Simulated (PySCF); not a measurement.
NP, triplet, geometry from GFN2-xTB (a higher spin typed on purpose: for a closed-shell molecule this is an excited state); PBE/3-21G run with PySCF.

Input for PySCF:
```python
from pyscf import gto, scf, dft

mol = gto.Mole()
mol.atom = '''
    N    -0.00000000   -0.00000000   -1.04207804
    P     0.00000000    0.00000000    0.48630309
'''
mol.basis = '3-21g'
mol.spin = 2
mol.verbose = 4
mol.build()

mf = dft.UKS(mol)
mf.xc = 'pbe'
mf.kernel()
```

Output, abridged:

```
PySCF version 2.14.0

[INPUT] verbose = 4
[INPUT] num. atoms = 2
[INPUT] num. electrons = 22
[INPUT] charge = 0
[INPUT] spin (= nelec alpha-beta = 2S) = 2
[INPUT] symmetry False subgroup None
[INPUT] Mole.unit = angstrom
[INPUT] Symbol           X                Y                Z      unit          X                Y                Z       unit  Magmom
[INPUT]  1 N      0.000000000000   0.000000000000  -1.042078040000 AA    0.000000000000   0.000000000000  -1.969242096024 Bohr   0.0
[INPUT]  2 P      0.000000000000   0.000000000000   0.486303090000 AA    0.000000000000   0.000000000000   0.918979653630 Bohr   0.0

nuclear repulsion = 36.3545493044657
number of shells = 12
number of NR pGTOs = 42
number of NR cGTOs = 22
basis = 3-21g
ecp = {}

******** <class 'pyscf.dft.uks.UKS'> ********
method = UKS
initial guess = minao
damping factor = 0
level_shift factor = 0
DIIS = <class 'pyscf.scf.diis.CDIIS'>
diis_start_cycle = 1
diis_space = 8
diis_damp = 0
SCF conv_tol = 1e-09
SCF conv_tol_grad = None
SCF max_cycles = 50
direct_scf = True
direct_scf_tol = 1e-13
number electrons alpha = 12  beta = 10
XC library pyscf.dft.libxc version 7.1.2
    S. Lehtola, C. Steigemann, M. J. T. Oliveira, and M. A. L. Marques,  SoftwareX 7, 1–5 (2018)
XC functionals = pbe
    J. P. Perdew, K. Burke, and M. Ernzerhof,  Phys. Rev. Lett. 77, 3865 (1996)
    J. P. Perdew, K. Burke, and M. Ernzerhof,  Phys. Rev. Lett. 78, 1396 (1997)
    J. P. Perdew, K. Burke, and M. Ernzerhof,  Phys. Rev. Lett. 77, 3865 (1996)
    J. P. Perdew, K. Burke, and M. Ernzerhof,  Phys. Rev. Lett. 78, 1396 (1997)
radial grids:
    Treutler-Ahlrichs [JCP 102, 346 (1995); DOI:10.1063/1.469408] (M4) radial grids

becke partition: Becke, JCP 88, 2547 (1988); DOI:10.1063/1.454033
pruning grids: <function nwchem_prune>
grids dens level: 3
symmetrized grids: False
atomic radii adjust function: <function treutler_atomic_radii_adjust>
small_rho_cutoff = 0
Set gradient conv threshold to 3.16228e-05
tot grids = 33088
init E= -393.617439583616

cycle= 1 E= -393.598710069143  delta_E= 0.0187  |g|= 0.249  |ddm|= 1.43

cycle= 2 E= -392.987890104953  delta_E= 0.611  |g|= 0.963  |ddm|=  1.6

cycle= 3 E= -393.62939998255  delta_E= -0.642  |g|= 0.138  |ddm|= 0.753

cycle= 4 E= -393.638348737471  delta_E= -0.00895  |g|= 0.0694  |ddm|= 1.33

cycle= 5 E= -393.640261010282  delta_E= -0.00191  |g|= 0.0342  |ddm|= 0.0286

cycle= 6 E= -393.640739277691  delta_E= -0.000478  |g|= 0.0157  |ddm|= 1.32

cycle= 7 E= -393.640896798303  delta_E= -0.000158  |g|= 0.00887  |ddm|= 1.32

cycle= 8 E= -393.640799622404  delta_E= 9.72e-05  |g|= 0.0127  |ddm|= 1.26

cycle= 9 E= -393.640837187975  delta_E= -3.76e-05  |g|= 0.011  |ddm|= 1.05

cycle= 10 E= -393.640925383223  delta_E= -8.82e-05  |g|= 0.005  |ddm|= 1.25

cycle= 11 E= -393.64092895228  delta_E= -3.57e-06  |g|= 0.00458  |ddm|= 0.64

cycle= 12 E= -393.640936835691  delta_E= -7.88e-06  |g|= 0.00348  |ddm|= 0.402

cycle= 13 E= -393.640945217683  delta_E= -8.38e-06  |g|= 0.0015  |ddm|= 0.0717

cycle= 14 E= -393.640947138034  delta_E= -1.92e-06  |g|= 0.000775  |ddm|= 0.0634

cycle= 15 E= -393.640947759655  delta_E= -6.22e-07  |g|= 0.000183  |ddm|= 0.0256

cycle= 16 E= -393.640947791914  delta_E= -3.23e-08  |g|= 0.000112  |ddm|= 0.0166

cycle= 17 E= -393.640947800457  delta_E= -8.54e-09  |g|= 3.14e-05  |ddm|= 0.0093

cycle= 18 E= -393.640947800692  delta_E= -2.35e-10  |g|= 2.67e-05  |ddm|= 0.000225

Extra cycle  E= -393.640947547723  delta_E= 2.53e-07  |g|= 0.000523  |ddm|= 0.0447
SCF not converged.
SCF energy = -393.640947547723 after 50 cycles  <S^2> = 2.0070142  2S+1 = 3.0046725
```

Convergence was not reached.
